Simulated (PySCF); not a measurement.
# Working out the ionisation energy of Au

Au [Xe] 4f14 5d10 6s1 (2S) → Au⁺ [Xe] 4f14 5d10 (1S). All numbers are calculated (PySCF 2.14, scalar relativity through the core potential, in aug-cc-pVDZ-PP with ECP60MDF (5s5p4d2f, 54 functions)). Frozen: 5s2 5p6. Energies in hartree (1 hartree = 27.21139 eV):

| part | Au (lower) | Au⁺ (upper) |
| --- | --- | --- |
| UHF | -134.780705 | -134.498460 |
| MP2 opposite-spin | -0.209816 | -0.177276 |
| MP2 same-spin | -0.113659 | -0.094233 |

Task: What does Hartree-Fock give?

Result: (-134.498460) − (-134.780705) = 0.282245 hartree = 7.680 eV.

Task: What do MP2 and SCS-MP2 (6/5 opposite-spin, 1/3 same-spin) give?

Result: The opposite-spin parts differ by 0.885 eV and the same-spin parts by 0.529 eV. MP2: 7.680 + (0.885) + (0.529) = 9.094 eV. SCS-MP2: 7.680 + 1.2 × (0.885) + (0.529)/3 = 8.918 eV.

Measured between the centres of the two terms (NIST): 9.226 eV, so MP2 (valence) is off by -0.132 eV.

A double-zeta basis recovers only part of the correlation energy.

What remains against the reference includes basis incompleteness, the frozen core and correlation beyond second order.
